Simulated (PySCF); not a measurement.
## Hf(2+): excitation energy

Hf(2+) [Xe] 4f14 5d2 (3F) → Hf(2+) [Xe] 4f14 5d1 6s1 (3D), as a difference of total energies. Computed with PySCF 2.14 in def2-TZVPPD with the def2 core potential (60 electrons) (6s5p3d2f1g, 59 functions), with a scalar-relativistic core potential. Correlated levels: valence: 5s2 5p6 frozen; valence and next inner shell: nothing frozen outside the core potential. The calculations carry no spin-orbit coupling.

```tsv
method	excitation energy (eV)
UHF	0.347
LDA	-0.023
PBE0	0.340
r2SCAN	0.387
wB97X-V	0.343
revPBE	0.290
CAM-B3LYP	0.206
SCS-MP2 (valence)	0.339
MP2 (valence and next inner shell)	-0.005
SCS-MP2 (valence and next inner shell)	0.092
```

Question: Estimate what PBEsol gives.

Answer: 0.157 eV, closest to CAM-B3LYP among the rows shown.

Question: Estimate what MP2 (valence) gives.

Answer: 0.322 eV, closest to SCS-MP2 (valence) among the rows shown.
